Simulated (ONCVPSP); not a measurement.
Before and after: ONCV potential for W

* Element: tungsten (W)
* Generator: ONCVPSP 4.0.1
* Type: optimised norm-conserving Vanderbilt (ONCV)
* Functional: PBE
* Relativity: scalar-relativistic
* Frozen core: [Xe] 4f14
* Valence charge: 6
* Reference configuration: 5d4 6s2
* Partial waves: 6s: rc 2.80 bohr, ncon 4, nbas 8, qcut 2.7 1/bohr, 2 projectors, debl 3.9 Ha; p scattering state at 0.14 Ha: rc 2.70 bohr, ncon 3, nbas 6, qcut 2.7 1/bohr, 2 projectors, debl 3.9 Ha; 5d: rc 1.65 bohr, ncon 4, nbas 8, qcut 6.7 1/bohr, 2 projectors, debl 2.2 Ha
* Local potential: polynomial inside 1.25 bohr (lpopt 5, dvloc0 0 Ha)
* Core correction: polynomial model core, fcfact 0.6

In the p channel the program set the typed energies aside and used 0.050, 3.950 Ha.

Change: p: nproj 1. In the p channel the program set the typed energies aside and used 0.050 Ha.

Cutoffs: the cutoffs (Ha) at which the residual kinetic energy of the hardest occupied pseudo-wave falls to 1 and 0.1 mHa per electron; they do not see the model core or the augmentation charge, which bear on the density cutoff. Errors are all-electron minus pseudo energies relative to the spin-unpolarised reference configuration.

Question: How do hardness, ghosts and transferability respond?

Answer: The potential gets neither clearly harder nor softer (14 Ha and 17 Ha → 14 Ha and 17 Ha); the bound ghosts move from s to p, s; the lowest positive-energy flag moves from p at 3.4 eV to s at 118.5 eV; of the 4 tests that both files solve, the error grows in 1 and shrinks in 0 by more than 15 % and 0.3 meV (median size 33.5 → 33.5 meV).

| quantity | base | changed |
| --- | --- | --- |
| cutoff, loose | 14 Ha | 14 Ha |
| cutoff, tight | 17 Ha | 17 Ha |
| bound ghosts | s | s, p |
| GHOST(+) flags under 300 eV | p at 3.4 eV, s at 118.5 eV | s at 118.5 eV |
| error for 5d4 6s1, meV [ΔE 8.88 eV] | -12 | -12 |
| error for 5d4 6s0, meV [ΔE 24.56 eV] | -55 | -55 |
| error for 5d3 6s0, meV [ΔE 49.95 eV] | -130 | -130 |
| error for 5d4 6s1 6p1, meV [ΔE 4.50 eV] | -0.4 | -2.9 |
| s: phases at 2.85 bohr within 0.05 rad from the reference energy up to (Ha; the scan ends near 5) | 1.6 | 1.6 |
| p: phases at 2.75 bohr within 0.05 rad from the reference energy up to (Ha; the scan ends near 5) | 0.1 | 0.7 |
| d: phases at 1.67 bohr within 0.05 rad from the reference energy up to (Ha; the scan ends near 5) | to the end of the scan | to the end of the scan |
| rms error of d²Exc/dni dnj with the model core, mHa | 0.53 | 0.53 |

 A true bound ghost makes a file unfit for plane-wave use even where its test errors are small: the radial tests pick states by their node count and pass the ghost by.
